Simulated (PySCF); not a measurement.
# Static response to an electric field

Compound: C3H11NOSi2.
Structure used (GFN2-xTB), in Å, numbered top down from 1:
```
atom  x, y, z in Å
C1     1.5281   -1.0299   -1.5669
C2     0.1779   -1.2376   -0.9365
O3    -0.5777   -2.1097   -1.3074
Si4   -0.3861   -0.0239    0.4522
C5     1.1176    0.5572    1.4737
N6    -1.2926   -1.0927    1.4634
Si7   -1.5039    1.7688   -0.5270
H8     1.6880   -1.7125   -2.3991
H9     2.2906   -1.1931   -0.8081
H10    1.6099    0.0002   -1.9073
H11    0.7926    1.1874    2.2959
H12    1.6691   -0.2752    1.9012
H13    1.8066    1.1431    0.8724
H14   -1.8521   -0.7406    2.2233
H15   -1.7592   -1.8656    1.0136
H16   -0.5867    2.8356   -0.9483
H17   -2.4496    2.3947    0.4067
H18   -2.2812    1.4000   -1.7134
```

Level: CAM-B3LYP/def2-SVPD (PySCF), static field, nuclei fixed, core orbitals frozen in the response. The polarisability tensor in these axes (au):

```
x   103.50  -4.97   0.58
y    -4.97 108.24   1.64
z     0.58   1.64  99.83
```

Give the principal values, the mean and the anisotropy Δα = √{½[(α1 − α2)² + (α2 − α3)² + (α1 − α3)²]}.

Principal values 98.64, 101.44 and 111.48 au; mean 103.86 au = 15.39 Å³ = 17.12 × 10⁻⁴⁰ C²·m²/J; Δα = 11.69 au (11 % of the mean).

What is the dipole moment, and where does it point?

(1.23, 1.64, 1.23) D, 2.40 D in size, pointing from the negative to the positive side. Measured along this direction, the outermost atoms are O3 at the negative end and H11 at the positive end.

Refractivity n − 1 of an ideal gas of it at 350 K and 1 atm, from the electronic α?

N = p/kT = 2.0968 × 10¹⁹ cm⁻³, so n − 1 = 2π × N × 15.39 × 10⁻²⁴ cm³ = 2028 × 10⁻⁶ at long wavelengths, for an ideal gas.

Form Σ f/ω² (atomic units) for the 8 lowest TDDFT singlets, given as eV and f, and set it beside the mean polarisability, which is this sum over all singlets: 3.52, 0.0057; 5.39, 0.0146; 6.09, 0.0237; 6.36, 0.0330; 6.40, 0.0067; 6.63, 0.0624; 6.92, 0.0712; 7.00, 0.0345.

They add up to 4.58 au, 4.4 % of the 103.86 au; the largest single term is 1.10 au, from the state at 6.92 eV. Terms in order: 0.34, 0.37, 0.47, 0.60, 0.12, 1.05, 1.10, 0.52 au. Higher excitations give the rest. The strengths listed sum to 0.252.

How large is μ²/3kT at 400 K beside α?

In Gaussian units μ²/3kT = 34.62 Å³ against 15.39 Å³, a ratio of 2.25; the Debye molar polarisation (4π/3)N_A(α + μ²/3kT) is 126.2 cm³/mol, leaving out the vibrational part.

Traceless (Buckingham) quadrupole moment about the centre of nuclear charge: eigenvalues?

-9.87, -2.12, 12.00 D·Å. The values depend on the origin, since the dipole doesn't vanish. The electronic extent ⟨r²⟩ about the same centre is 1306 bohr², a root-mean-square distance of 2.25 Å for the 72 electrons.

Rayleigh depolarisation ratio (linearly polarised light, static tensor)?

ρ = 3Δα²/(45ᾱ² + 4Δα²) = 410.1/(485372 + 546.9) = 0.000844.

Geometry: GFN2-xTB, one conformer, isolated molecule.
